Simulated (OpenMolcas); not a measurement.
**Tm3+: moving or changing the point charges**

Tm3+ among 8 point charges of -1 e arranged as a cube (Oh), 2.39 Å from the ion.
```
   1.3799    1.3799    1.3799  -1.00
   1.3799    1.3799   -1.3799  -1.00
   1.3799   -1.3799    1.3799  -1.00
   1.3799   -1.3799   -1.3799  -1.00
  -1.3799    1.3799    1.3799  -1.00
  -1.3799    1.3799   -1.3799  -1.00
  -1.3799   -1.3799    1.3799  -1.00
  -1.3799   -1.3799   -1.3799  -1.00
```

```
Program             : OpenMolcas 26.06
Method              : SS-CASPT2, IPEA 0.25 Eh, imaginary shift 0.1 Eh (closed shells correlated: 5s 5p)
Basis               : ANO-RCC-VDZP [7s6p4d2f1g]
Scalar Hamiltonian  : DKH2, point nucleus
Active space        : 12 electrons in 7 orbitals (4f)
State averaging     : 2S+1 = 3 even, 21 roots; 2S+1 = 1 even, 27 roots kept (CI in the orbitals of an earlier block)
Spin-orbit coupling : state interaction with AMFI integrals over the reference wave functions
```

Runs around this geometry, states (labels of O, the rotations of Oh). Energies in cm-1 above the lowest state or level, χT in cm3 K/mol; under a threefold ground state the first gap can be a small split of the lowest multiplet, not the spin-orbit step.

| R (Å) | Ground state | First state of that spin | First gap with spin-orbit (degeneracies) | Width of lowest J | χT at 300 K |
| --- | --- | --- | --- | --- | --- |
| 2.39 | 3T1 | 3T2 77 | 19 (2, 3) | 159 | 7.108 |
| 2.59 | 3T1 | 3T2 57 | 15 (2, 3) | 122 | 7.123 |
| 2.87 | 3T1 | 3T1 61 | 14 (2, 3) | 78 | 7.134 |

Taking the width of the lowest J multiplet as R^-n, n = -ln(78 / 159) / ln(2.87 / 2.39) = 3.9 between the shortest and longest distance.

Roots that are degenerate in the reference are averaged as groups; the widest CASPT2 spread within a group is 1000 cm-1 (the 3-fold group of multiplicity 1 near 32500 cm-1 above the lowest state of its run, R = 2.87). Shifts and gaps below about the spread of the groups concerned are not significant. Point charges carry no covalency, so the field is a model and not that of real ligands. No measured value stands beside these numbers.
